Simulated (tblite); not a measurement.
Species: C₇H₁₅PSi.
Atom-mapped SMILES: `[CH2:1]=[CH:2][Si@@:3]1([PH2:4])[CH2:5][CH2:6][C@H:7]1[CH2:8][CH3:9]` (hydrogens: H10, H11 on C1; H12 on C2; H13, H14 on P4; H15, H16 on C5; H17, H18 on C6; H19 on C7; H20, H21 on C8; H22, H23, H24 on C9)

Computed with GFN2-xTB (tblite), gas phase: L-BFGS steps from a force-field or distance-geometry start until the largest atomic force falls under 0.01 eV/Å.

Step 91: E = -729.5850 eV
```
atom  x, y, z in Å  |  force x, y, z in eV/Å
C1      2.6418    0.0515    2.3094    0.106   0.032   0.061
C2      1.4516   -0.1941    1.7909    0.033  -0.012  -0.050
Si3     1.1244   -0.1353   -0.0660    0.033   0.028  -0.042
P4      2.8917    0.8574   -1.0604    0.060  -0.043  -0.048
C5      0.4089   -1.7673   -0.7897   -0.056  -0.003   0.005
C6     -0.9917   -1.1333   -0.8646    0.023   0.001   0.018
C7     -0.6539    0.3545   -0.6393    0.012  -0.028  -0.007
C8     -1.5992    1.0867    0.3017    0.008  -0.011  -0.001
C9     -3.0115    1.1717   -0.2711    0.015   0.004  -0.022
H10     3.4792    0.3146    1.6811    0.011   0.044  -0.043
H11     2.8531    0.0125    3.3673   -0.056  -0.021   0.005
H12     0.6374   -0.4644    2.4445   -0.096  -0.011   0.075
H13     2.5153    0.5245   -2.3526   -0.015   0.014   0.069
H14     3.6907   -0.2716   -0.9580   -0.053   0.062   0.007
H15     0.4503   -2.6624   -0.1753   -0.005  -0.025   0.003
H16     0.8029   -2.0268   -1.7702   -0.032   0.014  -0.024
H17    -1.5125   -1.3286   -1.8009    0.007  -0.014   0.002
H18    -1.6078   -1.4990   -0.0433   -0.011  -0.004  -0.037
H19    -0.6298    0.8888   -1.5934   -0.021  -0.021   0.018
H20    -1.2263    2.0964    0.4906    0.031  -0.023  -0.021
H21    -1.6304    0.5647    1.2602   -0.003  -0.016   0.016
H22    -3.0054    1.7187   -1.2107    0.002   0.020  -0.029
H23    -3.6800    1.6823    0.4174    0.003   0.020   0.034
H24    -3.4103    0.1782   -0.4602    0.004  -0.010   0.010
```

Step 92: E = -729.5861 eV
```
atom  x, y, z in Å  |  force x, y, z in eV/Å
C1      2.6415    0.0584    2.3095    0.039   0.024   0.007
C2      1.4521   -0.1977    1.7904    0.057  -0.003   0.000
Si3     1.1251   -0.1344   -0.0673    0.029   0.004  -0.018
P4      2.8983    0.8510   -1.0588    0.043  -0.023  -0.028
C5      0.4075   -1.7670   -0.7909   -0.031   0.002   0.008
C6     -0.9916   -1.1318   -0.8671    0.013   0.004   0.011
C7     -0.6536    0.3555   -0.6391    0.010  -0.017  -0.003
C8     -1.5988    1.0871    0.3025    0.002  -0.013   0.004
C9     -3.0117    1.1713   -0.2699    0.016   0.003  -0.014
H10     3.4758    0.3358    1.6808   -0.025   0.024  -0.013
H11     2.8522    0.0149    3.3671   -0.045  -0.016   0.007
H12     0.6386   -0.4790    2.4443   -0.027   0.004   0.028
H13     2.5175    0.5231   -2.3495   -0.019   0.012   0.042
H14     3.6884   -0.2831   -0.9600   -0.037   0.045   0.010
H15     0.4475   -2.6615   -0.1753   -0.005  -0.021   0.006
H16     0.8021   -2.0295   -1.7702   -0.032   0.019  -0.027
H17    -1.5114   -1.3254   -1.8043    0.009  -0.011  -0.001
H18    -1.6092   -1.4992   -0.0482   -0.020  -0.002  -0.022
H19    -0.6300    0.8920   -1.5917   -0.019  -0.020   0.004
H20    -1.2275    2.0974    0.4927    0.035  -0.030  -0.028
H21    -1.6293    0.5650    1.2609   -0.006  -0.018   0.016
H22    -3.0057    1.7173   -1.2106   -0.003   0.017  -0.012
H23    -3.6790    1.6823    0.4202    0.009   0.015   0.013
H24    -3.4105    0.1772   -0.4577    0.007   0.001   0.012
```

Step 93: E = -729.5869 eV
```
atom  x, y, z in Å  |  force x, y, z in eV/Å
C1      2.6430    0.0590    2.3096   -0.022   0.017  -0.019
C2      1.4532   -0.1984    1.7904    0.042   0.009   0.015
Si3     1.1262   -0.1330   -0.0687    0.017  -0.025   0.009
P4      2.9009    0.8517   -1.0593    0.005   0.023   0.009
C5      0.4066   -1.7676   -0.7909    0.006   0.004   0.007
C6     -0.9912   -1.1322   -0.8679   -0.004   0.002   0.006
C7     -0.6536    0.3546   -0.6390    0.008  -0.005   0.003
C8     -1.5983    1.0866    0.3028    0.000  -0.016   0.005
C9     -3.0112    1.1720   -0.2704    0.011   0.002   0.001
H10     3.4748    0.3411    1.6801   -0.014   0.014  -0.004
H11     2.8511    0.0124    3.3671   -0.026  -0.008   0.015
H12     0.6382   -0.4779    2.4459    0.017   0.004  -0.010
H13     2.5162    0.5227   -2.3460   -0.023   0.007  -0.003
H14     3.6862   -0.2820   -0.9600    0.000  -0.002   0.014
H15     0.4468   -2.6622   -0.1748   -0.005  -0.010   0.005
H16     0.7997   -2.0314   -1.7705   -0.023   0.020  -0.025
H17    -1.5105   -1.3256   -1.8057    0.012  -0.006  -0.007
H18    -1.6097   -1.5018   -0.0515   -0.033   0.002   0.000
H19    -0.6316    0.8915   -1.5908   -0.015  -0.015  -0.009
H20    -1.2266    2.0968    0.4929    0.036  -0.031  -0.030
H21    -1.6292    0.5650    1.2617   -0.008  -0.017   0.008
H22    -3.0044    1.7165   -1.2124   -0.007   0.011   0.010
H23    -3.6771    1.6841    0.4214    0.016   0.010  -0.012
H24    -3.4113    0.1777   -0.4563    0.010   0.011   0.011
```

**Question.** Estimate the geometry and energy of step 94. (The exact step hangs on the optimiser's Hessian estimate; all steps are aligned on step 93, rigid shifts and turns removed.)

**Answer.** E = -729.5872 eV, largest force 0.052 eV/Å
```
atom  x, y, z in Å  |  force x, y, z in eV/Å
C1      2.6422    0.0600    2.3097   -0.019   0.020  -0.015
C2      1.4532   -0.1987    1.7901    0.018   0.009   0.012
Si3     1.1268   -0.1328   -0.0695    0.012  -0.026   0.014
P4      2.9026    0.8515   -1.0595   -0.010   0.030   0.018
C5      0.4064   -1.7676   -0.7912    0.015   0.000   0.004
C6     -0.9913   -1.1327   -0.8675   -0.009  -0.002   0.004
C7     -0.6538    0.3539   -0.6390    0.009  -0.002   0.005
C8     -1.5978    1.0863    0.3032    0.004  -0.017   0.005
C9     -3.0103    1.1725   -0.2703    0.009   0.002   0.006
H10     3.4728    0.3462    1.6803   -0.009   0.008   0.001
H11     2.8495    0.0112    3.3673   -0.019  -0.002   0.014
H12     0.6379   -0.4785    2.4459    0.028   0.000  -0.022
H13     2.5164    0.5230   -2.3455   -0.023   0.006  -0.011
H14     3.6851   -0.2834   -0.9604    0.010  -0.013   0.014
H15     0.4473   -2.6625   -0.1753   -0.004  -0.007   0.001
H16     0.7979   -2.0308   -1.7718   -0.018   0.018  -0.020
H17    -1.5105   -1.3263   -1.8052    0.012  -0.005  -0.006
H18    -1.6094   -1.5032   -0.0514   -0.036   0.006   0.005
H19    -0.6333    0.8906   -1.5910   -0.012  -0.014  -0.010
H20    -1.2250    2.0962    0.4929    0.034  -0.028  -0.028
H21    -1.6288    0.5650    1.2624   -0.008  -0.017   0.004
H22    -3.0032    1.7176   -1.2121   -0.009   0.011   0.014
H23    -3.6760    1.6838    0.4223    0.015   0.011  -0.017
H24    -3.4105    0.1783   -0.4570    0.010   0.010   0.011
```

The energy changes by -0.0003 eV. The first-order estimate −F·Δx gives -0.0004 eV and the mean of the old and new forces, exact on a quadratic surface, -0.0003 eV. The step makes an angle of 68° with the force vector and moves no atom by more than 0.005 Å.

What follows is the cost of the whole relaxation. Hardware: one thread, Arm Neoverse N1 (aarch64), shared host with 64 logical CPUs at a one-minute load of 60. Cost: 3.4 s wall.
